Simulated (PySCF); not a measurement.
C₅H₃N₃.

```xyz
11

N      0.0171    -3.1526     0.0000
C      0.0464    -1.9949     0.0000
C      0.0365    -0.5552     0.0000
C     -1.1842     0.1380     0.0000
N     -1.2203     1.4635     0.0000
C     -0.0530     2.0973     0.0000
C      1.1620     1.4040     0.0000
N      1.2098     0.0799     0.0000
H     -2.1352    -0.4045     0.0000
H     -0.0732     3.1924     0.0000
H      2.1164     1.9409     0.0000
```

Geometry: PBE0-D3(BJ)/def2-SVP.

All values below come from PySCF with PBE0/pcSseg-1. Non-relativistic, no solvent.

Give the absolute GIAO shielding of each atom: isotropic value and principal components (ppm). (The exact figures need the calculation; the answer reports its results.)


```
atom  σ(iso)     σ11     σ22    σ33   span
----  ------  ------  ------  -----  -----
N1     -60.1  -213.8  -211.9  245.4  459.1
C2      63.1   -54.4   -44.9  288.5  343.0
C3      48.1   -68.3    70.1  142.4  210.7
C4      28.3   -82.2    23.0  144.1  226.3
N5    -115.4  -460.8  -197.3  311.9  772.7
C6      32.8   -75.6    25.2  148.8  224.3
C7      34.2   -75.6    28.3  149.9  225.5
N8    -118.7  -471.4  -191.4  306.5  777.9
H9      22.3    19.0    20.8   27.0    8.0
H10     22.5    19.6    22.2   25.8    6.2
H11     22.6    19.4    22.4   25.8    6.4
```
